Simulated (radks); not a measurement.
Question: All-electron atom: P3- in [Ar]. Method: scalar-relativistic Kohn-Sham, LDA (Slater exchange, Perdew-Wang correlation), spin-polarised, spherical densities, point nucleus; Watson sphere of charge +3 and radius 3.12 bohr; computed with a radial shooting solver on a logarithmic mesh with Libxc functionals. Some entries of the table are withheld. Estimate them.

| orbital | occ. | eigenvalue (hartree) | <1/r> (bohr^-1) | <r^2> (bohr^2) |
|---|---|---|---|---|
| 1s | 2 | -76.14135 | (1) | 0.01453 |
| 2s | 2 | -6.22622 | 2.809 | (2) |
| 2p | 6 | (3) | (4) | 0.2983 |
| 3s | 2 | -0.48571 | 0.6654 | 4.999 |
| 3p | 6 | -0.21691 | 0.4968 | (5) |

Answer: 
(1) 1s <1/r> (bohr^-1): 14.60
(2) 2s <r^2> (bohr^2): 0.3258
(3) 2p eigenvalue (hartree): -4.43751
(4) 2p <1/r> (bohr^-1): 2.704
(5) 3p <r^2> (bohr^2): 8.657
